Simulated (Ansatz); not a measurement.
One change: `CC(=S)[O][GeH3]` becomes `CC(=S)CCl`.

Ansatz, PBE0-D4/def2-TZVP geometries, multiplicity 1. Each molecule was computed in one conformer, which needn't be the lowest.

Scalar relativity is left out up to krypton.

```json
{"property": "HOMO energy (B3LYP/def2-TZVPP) / eV", "`CC(=S)[O][GeH3]`": "-5.94"}
{"property": "LUMO energy (PBE/def2-TZVPP) / eV", "`CC(=S)[O][GeH3]`": "-2.11"}
{"property": "LUMO energy (ωB97M-V/def2-TZVPP) / eV", "`CC(=S)[O][GeH3]`": "0.99"}
{"property": "LUMO energy (PBE0/def2-TZVPP) / eV", "`CC(=S)[O][GeH3]`": "-1.17"}
{"property": "size of the dipole moment (PBE/def2-TZVPP) / D", "`CC(=S)[O][GeH3]`": "4.69"}
{"property": "size of the dipole moment (B3LYP/def2-TZVPP) / D", "`CC(=S)[O][GeH3]`": "4.86"}
```

Q: What does the change do to each property? (An estimate is asked.)

A: The calculation gave: 
```
                                        property  `CC(=S)CCl`  shift
             HOMO energy (B3LYP/def2-TZVPP) / eV        -6.45  -0.51
               LUMO energy (PBE/def2-TZVPP) / eV        -3.29  -1.18
           LUMO energy (ωB97M-V/def2-TZVPP) / eV        -0.22  -1.21
              LUMO energy (PBE0/def2-TZVPP) / eV        -2.38  -1.21
  size of the dipole moment (PBE/def2-TZVPP) / D         1.49  -3.20
size of the dipole moment (B3LYP/def2-TZVPP) / D         1.51  -3.35
```

With PBE0 the HOMO falls by 0.50 eV and the LUMO falls by 1.21 eV, so the gap narrows by about 0.71 eV. PBE moves the HOMO by -0.46 eV and ωB97M-V by -0.52 eV. The zero-point energy changes by 2.4 kJ/mol with -3 modes. Dipoles are sizes alone; their direction can turn.

B3LYP here is the variant with VWN-RPA as its local correlation; programs differ in this.
